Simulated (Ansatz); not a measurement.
Consider the substitution at a C–Si bond: `C=C[SiH2][AlH2]` + `COCO` → `C=COCOC` + `[AlH2][SiH3]`.

Isolated molecules relaxed with PBE0-D4/def2-TZVP in Ansatz; ΔE leaves out vibrations. CCSD(T)/CBS is the MP2 limit (def2-TZVPP, def2-QZVPP) plus CCSD(T) − MP2 in def2-TZVPP, frozen cores. This one scheme is used for every species. DFT in def2-TZVPP. B3LYP here is the variant with VWN-RPA as its local correlation; programs differ in this. Each species was taken in one conformer, which may not be the lowest.

```
         level  ΔE (kJ/mol)
       ωB97M-V         43.9
        B2PLYP         44.0
           PBE         40.5
         B3LYP         40.4
 HF/def2-TZVPP         41.3
 HF/def2-QZVPP         41.3
MP2/def2-QZVPP         53.8
 MP2/CBS(def2)         55.5
```

Q: What does CCSD(T)/CBS give? (Estimate.)

A: Computed: +50.4 kJ/mol. The listed levels differ from it by -6.5, -6.4, -9.9, -10.0, -9.1, -9.1, 3.4, 5.1 kJ/mol.

Largest T1 diagnostic among the species: 0.012.

In def2-TZVPP, CCSD(T) changes the Hartree–Fock value by +5.1 kJ/mol (the triples alone add −0.3 kJ/mol) and MP2 by +10.1 kJ/mol.
